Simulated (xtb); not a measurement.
HS, doublet, geometry from GFN2-xTB; xtb with GFN-FF.

xtb was given this input:
```
$ xtb mol.xyz --gfnff --uhf 1 --json

# file mol.xyz
2

S     -0.00000000    -0.00000000    -0.07826331
H      0.00000000     0.00000000     1.25221295
```

The log (banner, timings and long lists left out):

```
   ID    Z sym.   atoms
    1   16 S      1
    2    1 H      2

           -------------------------------------------------
          |                Calculation Setup                |
           -------------------------------------------------

          ==================== Thresholds ====================
          CN  :   150.00000
          rep :   500.00000
          disp:  2500.00000
          HB1 :   250.00000
          HB2 :   450.00000

          Pauling EN used:
          Z : 1  EN :  2.20
          Z :16  EN :  2.58
          electric field strengths (au): 0.000

           -------------------------------------------------
          |           Force Field Initialization            |
           -------------------------------------------------

          distances ...
          ----------------------------------------
          generating topology and atomic info file ...
          pair mat ...
          computing topology distances matrix with Floyd-Warshall algo ...
          making topology EEQ charges ...
          #fragments for EEQ constrain: 1
          ----------------------------------------
          generating topology and atomic info file ...
          pair mat ...
          computing topology distances matrix with Floyd-Warshall algo ...
          making topology EEQ charges ...
          #fragments for EEQ constrain: 1
          rings ...
          # BATM   0
          # H in HB   1
          doing iterative Hueckel for 1 subsystem(s) ...

  atom   neighbors  erfCN metchar sp-hybrid imet pi  qest     coordinates
    1  S       1    0.98   0.00         1    0    0  -0.090   -0.000000   -0.000000   -0.147896
    2  H       1    0.98   0.00         0    0    0   0.090    0.000000    0.000000    2.366340

          #atoms :   2
          #bonds :   1
          #angl  :   0
          #tors  :   0
          #nmol  :   1
          #optfrag :   1
           -------------------------------------------------
          |                   G F N - F F                   |
          |          A general generic force-field          |
          |                  Version 1.0.3                  |
           -------------------------------------------------
          Number of HB bonds (bound hydrogen)     0
          Number of HB bonds (unbound hydrogen)   0
          Number of XB bonds                      0

         :::::::::::::::::::::::::::::::::::::::::::::::::::::
         ::                     SUMMARY                     ::
         :::::::::::::::::::::::::::::::::::::::::::::::::::::
         :: total energy              -0.167329822875 Eh    ::
         :: gradient norm              0.014124276093 Eh/a0 ::
         ::.................................................::
         :: bond energy               -0.168109039810 Eh    ::
         :: angle energy               0.000000000000 Eh    ::
         :: torsion energy             0.000000000000 Eh    ::
         :: repulsion energy           0.004654114740 Eh    ::
         :: electrostat energy        -0.003711790179 Eh    ::
         :: dispersion energy         -0.000163107627 Eh    ::
         :: HB energy                  0.000000000000 Eh    ::
         :: XB energy                  0.000000000000 Eh    ::
         :: bonded atm energy          0.000000000000 Eh    ::
         :: external energy            0.000000000000 Eh    ::
         :: add. restraining           0.000000000000 Eh    ::
         :: total charge               0.000000000000 e     ::
         :::::::::::::::::::::::::::::::::::::::::::::::::::::

           -------------------------------------------------
          |                Property Printout                |
           -------------------------------------------------

molecular dipole:
                 x           y           z       tot (Debye)
 q only:        0.000       0.000       0.278       0.706

           -------------------------------------------------
          | TOTAL ENERGY               -0.167329822875 Eh   |
          | GRADIENT NORM               0.014124276093 Eh/α |
           -------------------------------------------------
########################################################################
[WARNING] Runtime exception occurred
-1- gfnff_setup: Could not read topology file.
########################################################################

normal termination of xtb
```
